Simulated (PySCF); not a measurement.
Species: C5H8NSi2 (doublet state).
Numbering: `[N:1]#[C:2][C:3]#[C:4][SiH:5][CH2:6][CH2:7][SiH3:8]` (hydrogens: H9 on Si5; H10, H11 on C6; H12, H13 on C7; H14, H15, H16 on Si8)

Cartesian coordinates in Å at the GFN2-xTB level; atoms count from 1:
```xyz
16
C5H8NSi2 angstrom
N      4.7693    2.6112   -1.7967
C      4.0743    1.8156   -1.3213
C      3.2611    0.8921   -0.7761
C      2.4977    0.1031   -0.2161
Si     1.4084   -1.2002    0.3557
C     -0.4428   -1.0094    0.0165
C     -1.1075   -0.0708    1.0311
Si    -2.9553    0.2134    0.6577
H      1.8234   -1.9881    1.5032
H     -0.9418   -1.9814    0.0460
H     -0.5946   -0.6125   -0.9897
H     -0.9895   -0.4783    2.0379
H     -0.5849    0.8881    1.0277
H     -3.5084    1.1223    1.6598
H     -3.6458   -1.0784    0.7065
H     -3.0712    0.7820   -0.6860
```

The hyperfine couplings belong to this conformer and change with its torsions.

Method used: PySCF, UKS B3LYP, pcH-1 on C H N Si, non-relativistic, mean-field spin-orbit, GIAO. One conformer (not necessarily the lowest) at the GFN2-xTB geometry, without solvent, vibrations or thermal averaging. A GFN2-xTB geometry isn't a minimum of the functional, and hyperfine couplings can be far from their values at a DFT geometry, by a factor of two or more for some ions and for spin on atoms past the first row. Stability of the SCF solution: not tested.

Problem. Give the principal g shifts and their parts.

Solution. 
```
                    Δg (ppm)     1     2     3
relativistic mass correction  -148  -148  -148
            gauge correction     6    56    54
   orbital Zeeman/spin–orbit     5   421  1388
                       total  -137   329  1294
```

So g = 2.00218, 2.00265, 2.00361 and g_iso = 2.00281; the tensor is rhombic: the two nearest values differ by 33 % of g3 − g1. Axes: g2 points within 14° of the C3–C4 bond.

Problem. What are the electron Larmor frequencies g μB B/h along the three axes at 1200 mT?

Solution. 33.6276, 33.6355, 33.6517 GHz for g1, g2 and g3, a range of 24.0 MHz.

Problem. What effective moment and Curie constant follow for a powder?

Solution. With the mean of g² = 4.0113 and S(S+1) = 0.75: μ_eff = √(⟨g²⟩S(S+1)) = 1.734 μB and χT = 0.12505·⟨g²⟩·S(S+1) = 0.376 cm³ K/mol (cgs; spin-Hamiltonian part alone).

Problem. In a frozen sample, at which fields do the three g values resonate at 9.5, 34, 94 and 263 GHz (hyperfine left aside), and which band first spreads them over more than twice a line width of 0.3 mT?

Solution. 
```csv
band,GHz,B(g3) mT,B(g2) mT,B(g1) mT,spread mT
X,9.5,338.76,338.93,339.01,0.24
Q,34.0,1212.42,1213.01,1213.29,0.87
W,94.0,3351.99,3353.60,3354.38,2.40
J,263.0,9378.43,9382.95,9385.14,6.70
```

The spread grows in proportion to the frequency. Q band is the first where it exceeds 0.6 mT.

Largest spin populations (Mulliken): Si5 (+0.85), C3 (+0.27), C4 (-0.16) and N1 (+0.15). The angles at Si5 add up to 354.3°, so it is nearly planar; its axial dipolar tensor and the negative coupling of its proton fit spin in a p orbital normal to that plane.

The HOMO–LUMO gaps are 3.48 eV among the α and 4.87 eV among the β orbitals.
